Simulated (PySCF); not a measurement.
Planning a shielding job on `COC1=CC=CN=N1`.

Method: GIAO PBE0/pcSseg-1 NMR shielding, non-relativistic, gas phase (PySCF 2.14.0, density-fitted response routines). Geometry: GFN2-xTB, MD frame at 425 fs, 400 K. Work: shieldings, ring-centre shieldings, density fitting. The input is one job of a driver script: a line of settings, then coordinates in Å.

Command:
```bash
OMP_NUM_THREADS=1 python probes_run.py task.json out
```

Input:
```
{"job": {"kind": "nmr", "xc": "PBE0", "basis": "pcSseg-1", "pop": false}, "charge": 0, "multiplicity": 1}
C     -2.267800    -0.170000    -0.317900
O     -1.051600     0.496100    -0.107000
C      0.030200    -0.226600     0.108600
C      1.293600     0.411700     0.346600
C      2.328000    -0.412300     0.586500
C      2.095100    -1.767100     0.779600
N      0.999900    -2.318500     0.327400
N     -0.044000    -1.597300    -0.056500
H     -2.895400     0.492400    -0.957600
H     -2.799300    -0.098500     0.612800
H     -2.029000    -1.174900    -0.605800
H      1.171200     1.529000     0.313600
H      3.317700    -0.071700     0.852100
H      2.779600    -2.472800     1.290300
```

Hardware: an Intel Xeon at 2.50 GHz with one thread, shared host with 64 logical CPUs at a one-minute load of 52. PySCF's memory limit was set to 1200 MB.

How large is the basis?

166 functions for 58 electrons, with 848 fitting functions; the fitted three-index integrals, 848 × 166 × 167/2 numbers of 8 bytes, come to 90 MiB.

How long does the run take?

About 50 s. The SCF took 14 cycles.

Estimate the peak memory.

About 0.76 GiB. Peak memory is the resident size of the whole Python process, interpreter and libraries included.

The SCF part of the output:
```
coarse grid: 12360 points
cycle   1  E = -378.2072869079  dE =  1.493e+00  |g| = 5.332e-01  |ddm| = 3.600e+00
cycle   2  E = -378.1686485870  dE =  3.864e-02  |g| = 7.202e-01  |ddm| = 8.817e-01
cycle   3  E = -378.2604181891  dE = -9.177e-02  |g| = 1.013e-01  |ddm| = 4.875e-01
cycle   4  E = -378.2620725516  dE = -1.654e-03  |g| = 4.622e-02  |ddm| = 1.068e-01
cycle   5  E = -378.2624989187  dE = -4.264e-04  |g| = 1.198e-02  |ddm| = 3.903e-02
cycle   6  E = -378.2625221662  dE = -2.325e-05  |g| = 5.150e-03  |ddm| = 1.217e-02
cycle   7  E = -378.2625279740  dE = -5.808e-06  |g| = 1.745e-03  |ddm| = 5.814e-03
final grid: 121464 points
cycle   8  E = -378.3174768430  dE = -2.404e-05  |g| = 1.096e-02  |ddm| = 3.127e-02
cycle   9  E = -378.3174456262  dE =  3.122e-05  |g| = 1.699e-02  |ddm| = 1.774e-02
cycle  10  E = -378.3174992839  dE = -5.366e-05  |g| = 1.652e-03  |ddm| = 1.159e-02
cycle  11  E = -378.3174999270  dE = -6.431e-07  |g| = 3.087e-04  |ddm| = 1.691e-03
cycle  12  E = -378.3174999442  dE = -1.725e-08  |g| = 1.616e-04  |ddm| = 3.923e-04
cycle  13  E = -378.3174999507  dE = -6.454e-09  |g| = 4.508e-05  |ddm| = 1.752e-04
cycle  14  E = -378.3174999510  dE = -3.834e-10  |g| = 2.069e-05  |ddm| = 4.987e-05
converged SCF energy = -378.3174999510
```

On the final grid dE counts from the start density on that grid.

Times come from a shared host and carry two figures at best.
